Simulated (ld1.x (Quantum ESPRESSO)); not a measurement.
# Before and after: TM potential for europium

* Element: europium
* Generator: ld1.x (Quantum ESPRESSO) 7.5
* Type: norm-conserving Troullier–Martins (Kleinman–Bylander form)
* Functional: PBE
* Relativity: scalar-relativistic
* Frozen core: [Kr] 4d10
* Valence charge: 17
* Reference configuration: 4f6 5s2 5p6 5d1 6s2 6p0
* Partial waves: 5s (bound): rc 1.40 bohr; 5p (bound): rc 1.90 bohr; 5d (bound): rc 2.60 bohr; 4f (bound): rc 1.45 bohr
* Local potential: all-electron potential smoothed inside 1.95 bohr (lloc = -1)
* Core correction: none

Occupied shells without a wave of their own: 6s. They enter only through the test configuration that unscreens the potential.

Change: wave 5p (bound): rc 1.90 bohr becomes 5p (bound): rc 1.64 bohr.

Cutoffs: the cutoffs (Ry, on a coarse ladder) from which the occupation-weighted sum of valence levels, in a spherical-Bessel basis at the reference potential, stays within 10 and 1 mRy of its value at 400 Ry; they do not see the model core or the augmentation charge, which bear on the density cutoff. Errors are all-electron minus pseudo energies relative to the spin-unpolarised reference configuration.

Problem. How do hardness, ghosts and transferability respond?

Solution. The potential gets neither clearly harder nor softer (180 Ry and 300 Ry → 180 Ry and 300 Ry); the f channel sets the loose cutoff, while the largest relative change is in p, which becomes harder; of the 7 tests that both files solve, the error grows in 5 and shrinks in 0 by more than 15 % and 0.3 meV (median size 73.6 → 95.1 meV); neither file shows a bound ghost. That the errors move this way runs against the usual rule that smaller radii transfer better.

```csv
quantity,base,changed
"cutoff, loose",180 Ry,180 Ry
"cutoff, tight",300 Ry,300 Ry
loose cutoff by channel (10 mRy a level),"s 55 Ry, p 25 Ry, d 12 Ry, f 160 Ry","s 55 Ry, p 30 Ry, d 12 Ry, f 160 Ry"
bound ghosts,none,none
"error for 4f7 5s2 5p6 5d0 6s2 6p0, meV [ΔE -3.39 eV]",-96,-117
"error for 4f7 5s2 5p6 5d0 6s1 6p0, meV [ΔE 2.62 eV]",-77,-99
"error for 4f7 5s2 5p6 5d0 6s0 6p0, meV [ΔE 13.86 eV]",-44,-65
"error for 4f6 5s2 5p6 5d0 6s2 6p0, meV [ΔE 6.14 eV]",-3.2,-2.9
"error for 4f7 5s2 5p5 5d0 6s2 6p0, meV [ΔE 25.40 eV]",-113,-157
"error for 4f7 5s2 5p6 5d0.5 6s1.5 6p0, meV [ΔE -2.34 eV]",-74,-95
"error for 4f6 5s2 5p6 5d1 6s1 6p0, meV [ΔE 6.55 eV]",+23,+23
s: phases at 2.86 bohr within 0.05 rad from the reference energy up to (Ry; the scan ends near 5),to the end of the scan,to the end of the scan
p: phases at 2.86 bohr within 0.05 rad from the reference energy up to (Ry; the scan ends near 5),0.9,1.2
d: phases at 2.86 bohr within 0.05 rad from the reference energy up to (Ry; the scan ends near 5),2.5,2.5
f: phases at 2.86 bohr within 0.05 rad from the reference energy up to (Ry; the scan ends near 5),1.1,1.1
```
